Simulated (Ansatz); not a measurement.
The lowest doublet and quartet of CH (SMILES [CH]); geometries from B3LYP-D3(BJ)/def2-TZVP, each state relaxed from the structure named, with no frequency check.
Doublet (charge 0, multiplicity 2):
```xyz
2

C      0.000     0.000    -0.161
H      0.000     0.000     0.963
```
Quartet (charge 0, multiplicity 4):
```
atom   x (Å)   y (Å)    z (Å)
----  ------  ------  -------
C     0.0000  0.0000  -0.1563
H     0.0000  0.0000   0.9375
```

A positive gap puts the quartet lower; no zero-point energy. U- takes an unrestricted doublet. The quartet is unrestricted in single-reference levels. Active spaces average the two states.

Correlated levels freeze the cores.

The values were computed with Ansatz (a program for electronic structure) with Gaussian orbitals. 

U-PBE/def2-TZVPP (spin-contaminated) gives -14.29 kcal/mol for the gap E(doublet) − E(quartet), adiabatic.

Problem. How do the other levels lie against it? Give each less PBE: U-B3LYP/def2-TZVPP, U-wB97M-V/def2-TZVPP, SC-NEVPT2 on SA-CASSCF(5,5)/cc-pVQZ, FIC-MRCISD+Q on SA-CASSCF(5,5)/cc-pVQZ, FCI/cc-pVTZ.

Solution. U-B3LYP/def2-TZVPP -6.57; U-wB97M-V/def2-TZVPP -5.34; SC-NEVPT2 on SA-CASSCF(5,5)/cc-pVQZ -2.32; FIC-MRCISD+Q on SA-CASSCF(5,5)/cc-pVQZ -3.60; FCI/cc-pVTZ -1.64 kcal/mol. 0 of 5 lie above PBE; the widest gap is to U-B3LYP/def2-TZVPP.

Measured: X 2Π below a 4Σ- by 5985 cm-1 = 17.1 kcal/mol (with zero-point energy) [Huber and Herzberg (1979), NIST Chemistry WebBook].
